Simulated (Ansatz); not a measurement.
`C=C[N]([GeH3])[Si](C)(C)C` and `C[Si](C)(C)[N]([SiH3])[GeH3]` differ in one atom or group.

Ansatz, PBE0-D4/def2-TZVP geometries, multiplicity 1. Each molecule was computed in one conformer, which needn't be the lowest.

Scalar relativity is left out up to krypton.

```tsv
property	`C=C[N]([GeH3])[Si](C)(C)C`
HOMO–LUMO gap (B3LYP/def2-TZVPP) / eV	6.19
HOMO energy (ωB97M-V/def2-TZVPP) / eV	-8.17
HOMO energy (PBE0/def2-TZVPP) / eV	-5.98
LUMO energy (B3LYP/def2-TZVPP) / eV	0.41
HOMO energy (B3LYP/def2-TZVPP) / eV	-5.78
LUMO energy (PBE0/def2-TZVPP) / eV	0.69
```

Q: What does the change do to each property? (An estimate is asked.)

A: Computed: 
```
                             property  `C[Si](C)(C)[N]([SiH3])[GeH3]`  shift
HOMO–LUMO gap (B3LYP/def2-TZVPP) / eV                            6.84   0.65
HOMO energy (ωB97M-V/def2-TZVPP) / eV                           -9.35  -1.18
   HOMO energy (PBE0/def2-TZVPP) / eV                           -7.10  -1.12
  LUMO energy (B3LYP/def2-TZVPP) / eV                           -0.06  -0.47
  HOMO energy (B3LYP/def2-TZVPP) / eV                           -6.89  -1.11
   LUMO energy (PBE0/def2-TZVPP) / eV                            0.13  -0.56
```

With PBE0 the HOMO falls by 1.12 eV and the LUMO falls by 0.56 eV, so the gap widens by about 0.56 eV. PBE moves the HOMO by -0.93 eV and ωB97M-V by -1.18 eV.

Positive LUMOs are unbound, so they and the gaps depend on the basis.

B3LYP here is the variant with VWN-RPA as its local correlation; programs differ in this.
